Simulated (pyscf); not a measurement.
# `[CH2-][CH]([CH3])[NH2]`, singlet

Gas-phase minimum from PySCF at ωB97X-D3(BJ)/def2-SVPD, one conformer. H₂C⁻–CH(CH₃)–NH₂ lies 10.8 kcal/mol over its isomer H₃C–CH(CH₃)–NH⁻, and others may lie lower still (electronic energy, ωB97M-D3(BJ)). 

```
C
H 1 1.1089
C 1 1.5100 2 109.47
H 3 1.1146 1 109.28 2 61.34
H 3 1.1173 4 106.47 1 -117.01
N 1 1.5222 2 103.59 3 126.44
H 6 1.0197 1 104.61 2 -72.58
H 6 1.0230 7 102.43 1 109.29
C 1 1.5334 2 107.38 6 111.80
H 9 1.0986 1 109.93 2 60.86
H 9 1.1041 10 109.98 1 123.87
H 9 1.1054 10 107.22 11 117.37
```
Charge -1, spin multiplicity 1.

Properties at ωB97X-D3(BJ)/def2-SVPD:

```
Quantity                                                                                                                                                                                                                                                                                     Result
---------------------------------------------------------------------------------------------------------------------  ----------------------------------------------------------------------------------------------------------------------------------------------------------------------------
Harmonic wavenumbers, unscaled                                                                                         204, 243, 308, 409, 423, 486, 773, 815, 912, 945, 976, 1037, 1109, 1165, 1244, 1314, 1351, 1398, 1424, 1463, 1472, 1626, 2909, 2952, 2982, 3015, 3084, 3140, 3484, 3563 cm⁻¹
Zero-point energy                                                                                                                                                                                                                                                                     66.1 kcal/mol
Rotational symmetry number                                                                                                                                                                                                                                                                        1
Entropy of this conformer at 298 K and 1 atm, rigid rotor and harmonic oscillator, modes under 100 cm⁻¹ raised to 100                                                                                                                                                               298.6 J/(mol K)
Dipole moment                                                                                                                                                                                                                                                                     depends on origin
```

Single-point totals, which compare only within one level:

| level | total energy (hartree) |
|---|---|
| ωB97X-D3(BJ)/def2-TZVPD | -173.97755 |
| PBE/def2-TZVPD | -173.65453 |
| r²SCAN/def2-TZVPD | -173.77844 |
| B3LYP-D3(BJ)/def2-TZVPD | -173.91209 |
| PBE0-D3(BJ)/def2-TZVPD | -173.67942 |
| M06-2X/def2-TZVPD | -173.79926 |
| ωB97M-D3(BJ)/def2-TZVPD | -173.93510 |
